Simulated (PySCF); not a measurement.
C5H5FO, SMILES C([C@]1(F)C=CC1)=O.

Geometry: r2SCAN-D4/def2-SVP. The structure was generated by enumeration; whether it is a known compound was not checked. The values are those of a single conformer.

Level of theory: M06-2X/def2-TZVP in PySCF.

The molecule is in vacuum.

Q: Estimate the frontier levels, gap, dipole moment and polarisability. (Estimate from the structure and the level; the computed values follow.)

A: 
The highest occupied level is -9.02 eV. The lowest empty level is -0.37 eV. The orbital gap comes out as 8.64 eV. The dipole moment is 1.62 D and the quadrupole, principal values (traceless, Buckingham form, about the centre of nuclear charge) comes out as -12.67, 4.84, 7.84 D·Å. The mean static polarisability is 56.8 bohr³ (8.41 Å³) and the polarisability, principal values is 50.3, 54.7, 65.3 bohr³.
